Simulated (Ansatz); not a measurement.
**From F to Br: the dipole moment**

One atom is swapped for its congeners: C2H5FSn `C[CH2][Sn][F]`; C2H5ClSn `C[CH2][Sn][Cl]`; C2H5BrSn `C[CH2][Sn][Br]`. All are singlets with charge 0.

Shapes, held fixed at every level: PBE0-D4/def2-TZVP. Flexible molecules stand in one conformer, not always the lowest. Programs: Ansatz 0.2.0. Values in D.

| level | C2H5FSn | C2H5ClSn | C2H5BrSn |
| --- | --- | --- | --- |
| PBE-D4/def2-TZVPP | 2.52 | 2.68 | 2.70 |
| r2SCAN-D4/def2-TZVPP | 2.59 | 2.78 | 2.81 |
| B3LYP-D4/def2-TZVPP | 2.72 | 2.84 | 2.88 |
| wB97M-V/def2-TZVPP | 2.70 | 2.90 | 2.99 |

At wB97M-V/def2-TZVPP the dipole moment rises at every step, from 2.70 to 2.99 D. Every level shows the same order. For atoms past krypton def2 sets carry core potentials with scalar relativity. Relativity is left out for Br unless named.
